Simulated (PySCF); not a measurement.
PySCF input (BP86/def2-SVP):

```python
from pyscf import gto, dft

mol = gto.M(
    atom='''
    O    -0.95253700    0.52035400    1.28323700
    B    -0.84359100   -0.38602800    0.25050300
    O    -1.76878200   -1.35336300   -0.04384100
    O     0.26087400   -0.32139000   -0.53858200
    Si    1.58704900    0.66147800   -0.53902000
    H    -1.73966700    0.45853600    1.82912300
    H    -2.54120800   -1.38226500    0.52507400
    H     1.19045100    2.07349800   -0.73891000
    H     2.44077800    0.22161800   -1.66140300
    H     2.33246100    0.53325200    0.73336600
    ''',
    basis='def2-svp',
    charge=0,
    spin=0,
    verbose=4,
)

mf = dft.RKS(mol, xc='bp86')
mf.grids.level = 3
mf.conv_tol = 1e-9
mf.max_cycle = 100
mf.max_memory = 1500
mf.kernel()
if not mf.converged:
    mf = mf.newton()
    mf.kernel(mf.make_rdm1())
mf.dip_moment()
```

From the output:

```
SCF conv_tol = 1e-09
SCF conv_tol_grad = None
SCF max_cycles = 100
direct_scf = True
direct_scf_tol = 1e-13
XC library pyscf.dft.libxc version 7.1.2
    S. Lehtola, C. Steigemann, M. J. T. Oliveira, and M. A. L. Marques,  SoftwareX 7, 1–5 (2018)
XC functionals = bp86
    A. D. Becke,  Phys. Rev. A 38, 3098 (1988)
    J. P. Perdew,  Phys. Rev. B 33, 8822 (1986)
    J. P. Perdew,  Phys. Rev. B 34, 7406–7406 (1986)
radial grids:
    Treutler-Ahlrichs [JCP 102, 346 (1995); DOI:10.1063/1.469408] (M4) radial grids

becke partition: Becke, JCP 88, 2547 (1988); DOI:10.1063/1.454033
pruning grids: <function nwchem_prune>
grids dens level: 3
symmetrized grids: False
atomic radii adjust function: <function treutler_atomic_radii_adjust>
small_rho_cutoff = 0
Set gradient conv threshold to 3.16228e-05
Initial guess from minao.
tot grids = 124512
init E= -543.323516716439
  HOMO = -0.35326504689607  LUMO = -0.0563789633141121  gap/eV = 8.07868
cycle= 1 E= -542.673477714129  delta_E= 0.65  |g|=  1.2  |ddm|= 3.26
  HOMO = -0.0958488499869281  LUMO = 0.0270829560540138  gap/eV = 3.34514
cycle= 2 E= -541.907509441409  delta_E= 0.766  |g|=  2.3  |ddm|= 2.68
  HOMO = -0.268002392494012  LUMO = -0.00984425417222878  gap/eV = 7.02484
cycle= 3 E= -542.931212855364  delta_E= -1.02  |g|= 0.25  |ddm|= 2.06
  HOMO = -0.25968614157337  LUMO = -0.00886187516276182  gap/eV = 6.82528
cycle= 4 E= -542.940402941458  delta_E= -0.00919  |g|= 0.143  |ddm|= 0.273
  HOMO = -0.26526300615975  LUMO = -0.00713400534655939  gap/eV = 7.02405
cycle= 5 E= -542.944154887926  delta_E= -0.00375  |g|= 0.0126  |ddm|= 0.0937
  HOMO = -0.264518718073483  LUMO = -0.00722065010850814  gap/eV = 7.00144
cycle= 6 E= -542.944199035805  delta_E= -4.41e-05  |g|= 0.00505  |ddm|= 0.0164
  HOMO = -0.264606705893124  LUMO = -0.0072364356384651  gap/eV = 7.00340
cycle= 7 E= -542.944203252938  delta_E= -4.22e-06  |g|= 0.00206  |ddm|= 0.00439
  HOMO = -0.264683798005885  LUMO = -0.00725897967127498  gap/eV = 7.00489
cycle= 8 E= -542.944204040862  delta_E= -7.88e-07  |g|= 0.000365  |ddm|= 0.0016
  HOMO = -0.264692500389929  LUMO = -0.00725990135104793  gap/eV = 7.00510
cycle= 9 E= -542.944204075144  delta_E= -3.43e-08  |g|= 7.29e-05  |ddm|= 0.000491
  HOMO = -0.264696154475546  LUMO = -0.00726378138572414  gap/eV = 7.00509
cycle= 10 E= -542.944204076354  delta_E= -1.21e-09  |g|= 1.5e-05  |ddm|= 8.52e-05
  HOMO = -0.264698115044222  LUMO = -0.00726460370830884  gap/eV = 7.00512
cycle= 11 E= -542.94420407642  delta_E= -6.57e-11  |g|= 5.13e-06  |ddm|= 2.8e-05
  HOMO = -0.264696398555312  LUMO = -0.00726372554917454  gap/eV = 7.00510
Extra cycle  E= -542.944204076413  delta_E= 6.59e-12  |g|= 6.15e-06  |ddm|= 1.46e-05
converged SCF energy = -542.944204076413
Dipole moment(X, Y, Z, Debye): -2.25803,  0.31078,  2.07662
```

The geometry given is a B3LYP-D3(BJ)/def2-TZVP minimum.
